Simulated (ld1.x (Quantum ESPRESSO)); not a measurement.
**Fe (Z = 26): one change to a TM potential, before and after**

ld1.x (Quantum ESPRESSO) 7.5 input, shortened:

```
&input
   title='Fe', zed=26., rel=1, dft='PBESOL', iswitch=3,
   config='[Ar] 3d6 4s2 4p0'
 /
 &inputp
   pseudotype=2, tm=.true., lloc=-1, rcloc=2.30,
   nlcc=.true., new_core_ps=.true., rcore=0.60
 /
3
4S  1  0   2.00   0.00  2.30  2.30  0.0
4P  2  1   0.00   0.00  3.10  3.10  0.0
3D  3  2   6.00   0.00  0.95  0.95  0.0
 &test
   configts(1)='3d6 4s2 4p0'
 /
```

Change: all radii but the core radius scaled by about 1.09 (s 2.50, p 3.38, d 1.04 bohr); local potential all-electron potential smoothed inside 2.50 bohr (lloc = -1).

Cutoffs: the cutoffs (Ry, on a coarse ladder) from which the occupation-weighted sum of valence levels, in a spherical-Bessel basis at the reference potential, stays within 10 and 1 mRy of its value at 400 Ry; they do not see the model core or the augmentation charge, which bear on the density cutoff. Errors are all-electron minus pseudo energies relative to the spin-unpolarised reference configuration.

Q: How do hardness, ghosts and transferability respond?

A: The potential gets softer (200 Ry and 300 Ry → 180 Ry and 260 Ry); of the 7 tests that both files solve, the error grows in 1 and shrinks in 1 by more than 15 % and 0.3 meV (median size 59.5 → 59.3 meV); neither file shows a bound ghost. A larger radius leaves more room for a smooth pseudo-wave, so fewer plane waves are needed.

```tsv
quantity	base	changed
cutoff, loose	200 Ry	180 Ry
cutoff, tight	300 Ry	260 Ry
loose cutoff by channel (10 mRy a level)	s 6 Ry, d 180 Ry	s 6 Ry, d 160 Ry
bound ghosts	none	none
error for 3d6 4s1 4p0, meV [ΔE 8.74 eV]	-8.4	-8.2
error for 3d6 4s0 4p0, meV [ΔE 24.86 eV]	-60	-59
error for 3d5 4s0 4p0, meV [ΔE 59.05 eV]	-311	-372
error for 3d6.5 4s1.5 4p0, meV [ΔE -0.73 eV]	-56	-57
error for 3d6 4s0 4p2, meV [ΔE 8.49 eV]	-6.1	-2.6
error for 3d5 4s2 4p0, meV [ΔE 14.23 eV]	-260	-267
error for 3d7 4s0 4p0, meV [ΔE 6.59 eV]	-337	-335
```
